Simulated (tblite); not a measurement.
Compound: C5H7F3O.
SMILES with atom numbers: `[CH3:1][C@@H:2]1[C@@H:3]([F:4])[C@@H:5]1[O:6][CH:7]([F:8])[F:9]` (hydrogens: H10, H11, H12 on C1; H13 on C2; H14 on C3; H15 on C5; H16 on C7)

Computed with GFN2-xTB (tblite), gas phase: Langevin dynamics at 600 K from the optimised GFN2-xTB geometry, time step 0.5 fs, friction 0.01 fs⁻¹, 2000 steps. The instantaneous temperature is 2·E(kin)/(3Nk) with all 3N coordinates.

```csv
t (fs),T (K),E(pot) above start (eV),C1–C2 (Å),C2–C3 (Å),C3–F4 (Å),C3–C5 (Å),C5–O6 (Å),C1–H10 (Å),C3–C5–O6–C7 (°)
0,488,0.000,1.506,1.497,1.362,1.504,1.406,1.087,73
25,294,0.491,1.542,1.476,1.388,1.559,1.436,1.090,79
50,426,0.713,1.506,1.487,1.335,1.532,1.418,1.128,71
75,440,0.627,1.542,1.530,1.355,1.493,1.370,1.116,81
100,440,0.813,1.528,1.451,1.379,1.504,1.426,1.069,83
125,570,0.540,1.484,1.520,1.385,1.507,1.399,1.044,81
150,396,1.008,1.500,1.558,1.406,1.471,1.495,1.142,78
175,601,0.600,1.505,1.517,1.380,1.522,1.477,1.050,69
200,550,0.520,1.449,1.533,1.382,1.496,1.370,1.086,67
225,366,0.622,1.454,1.501,1.338,1.470,1.385,1.124,76
250,451,0.639,1.509,1.509,1.345,1.507,1.425,1.065,89
275,324,0.903,1.514,1.516,1.372,1.610,1.431,1.114,89
300,597,0.783,1.472,1.562,1.349,1.573,1.356,1.116,78
325,530,0.885,1.553,1.566,1.368,1.517,1.370,1.100,81
350,562,0.752,1.489,1.478,1.373,1.531,1.396,1.072,103
375,436,0.653,1.517,1.462,1.359,1.461,1.440,1.094,108
400,291,1.019,1.538,1.460,1.433,1.456,1.431,1.112,112
425,527,0.717,1.518,1.501,1.414,1.520,1.439,1.047,106
450,547,0.950,1.551,1.453,1.347,1.493,1.457,1.135,107
475,634,1.032,1.550,1.509,1.377,1.463,1.371,1.123,114
500,669,0.926,1.468,1.503,1.365,1.584,1.339,1.010,107
525,628,1.094,1.522,1.512,1.385,1.546,1.469,1.039,101
550,681,1.078,1.560,1.626,1.383,1.523,1.521,1.177,94
575,543,0.817,1.462,1.513,1.323,1.538,1.413,1.112,83
600,633,0.922,1.523,1.533,1.339,1.510,1.353,1.034,76
625,709,0.921,1.480,1.528,1.348,1.525,1.388,1.081,57
650,665,0.666,1.517,1.555,1.356,1.558,1.464,1.116,55
675,560,1.062,1.494,1.543,1.400,1.546,1.475,1.121,48
700,527,0.973,1.463,1.477,1.380,1.469,1.403,1.066,49
725,592,1.093,1.465,1.508,1.423,1.466,1.341,1.093,41
750,515,1.128,1.457,1.486,1.404,1.500,1.396,1.158,66
775,622,0.725,1.475,1.504,1.398,1.526,1.467,1.080,62
800,525,0.960,1.579,1.564,1.351,1.465,1.420,1.040,81
825,527,1.181,1.507,1.454,1.367,1.532,1.485,1.123,102
850,502,1.030,1.513,1.548,1.438,1.578,1.426,1.110,114
875,560,0.945,1.533,1.479,1.362,1.506,1.339,1.048,120
900,704,1.245,1.450,1.464,1.312,1.470,1.379,1.111,132
925,982,1.096,1.463,1.568,1.363,1.459,1.524,1.169,152
950,718,1.404,1.516,1.475,1.371,1.535,1.525,1.037,175
975,785,0.840,1.562,1.515,1.386,1.530,1.476,1.080,-164
1000,648,1.070,1.510,1.547,1.356,1.493,1.395,1.219,-153
```

Q: From 500 fs on, how do temperature and potential energy compare with equipartition?

A: The mean temperature of these 21 frames is 633 K against the target 600 K, and the mean potential energy 1.01 eV against 42 × kT/2 = 1.09 eV for 42 classical harmonic modes. For 16 atoms in a canonical ensemble the temperature itself scatters by T·√(2/(3N)) = 122 K; here its standard deviation is 110 K. The whole run lasts only 10 friction times of 100 fs, so these averages carry a wide statistical error.

Q: What are the kinetic and total energies of the listed frame with the highest potential energy?

A: The one at 950 fs, 1.404 eV above the start. Its kinetic energy is 3NkT/2 = 1.484 eV at 718 K, so the sum is 2.89 eV; over the listed frames the sum runs from 1.01 to 3.13 eV, since the thermostat adds and removes energy.

Q: How much do the listed bonds fluctuate from 500 fs on?

A: 
```csv
bond,at the start (Å),mean (Å),standard deviation (Å)
C1–C2,1.506,1.501,0.037
C2–C3,1.497,1.519,0.040
C3–F4,1.362,1.372,0.030
C3–C5,1.504,1.517,0.036
C5–O6,1.406,1.428,0.060
C1–H10,1.087,1.096,0.053
```

The motion is classical and holds no zero-point motion.

What follows is the cost of the whole dynamics run. Hardware: one thread, Intel Xeon Platinum 8488C (x86_64), no GPU, shared host. Cost: 12 s, 0.18 GiB resident at most.
